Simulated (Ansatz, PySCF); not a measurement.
Complex: H2O (SMILES O) (first 3 atoms) with C2H6O (SMILES CCO); geometry from B3LYP-D3(BJ)/def2-TZVP, rigid monomers moved along the line of their centres of mass till H2···O6 is 1.71 Å.
(charge 0, multiplicity 1):
```json
[
 {"atom": "O", "x (Å)": "-0.2192", "y (Å)": "0.3078", "z (Å)": "0.1725"},
 {"atom": "H", "x (Å)": "0.3039", "y (Å)": "0.1022", "z (Å)": "0.9666"},
 {"atom": "H", "x (Å)": "0.1251", "y (Å)": "-0.2641", "z (Å)": "-0.5197"},
 {"atom": "C", "x (Å)": "-1.2975", "y (Å)": "0.4601", "z (Å)": "3.3301"},
 {"atom": "C", "x (Å)": "-0.2632", "y (Å)": "-0.6464", "z (Å)": "3.2486"},
 {"atom": "O", "x (Å)": "0.9144", "y (Å)": "-0.2493", "z (Å)": "2.5289"},
 {"atom": "H", "x (Å)": "-2.1885", "y (Å)": "0.1079", "z (Å)": "3.8546"},
 {"atom": "H", "x (Å)": "-1.5870", "y (Å)": "0.7869", "z (Å)": "2.3310"},
 {"atom": "H", "x (Å)": "-0.9081", "y (Å)": "1.3209", "z (Å)": "3.8810"},
 {"atom": "H", "x (Å)": "0.0187", "y (Å)": "-0.9969", "z (Å)": "4.2471"},
 {"atom": "H", "x (Å)": "-0.6555", "y (Å)": "-1.4991", "z (Å)": "2.6948"},
 {"atom": "H", "x (Å)": "1.2937", "y (Å)": "0.5245", "z (Å)": "2.9608"}
]
```

Counterpoise-corrected where a basis set is named; no monomer relaxation.

Frozen-core correlation.

Programs: Ansatz (a first-principles code); PySCF for the dispersion terms. 

Task: Give the interaction energy at the level PBE-D3(BJ)/def2-TZVPPD.

Result: -6.0 kcal/mol
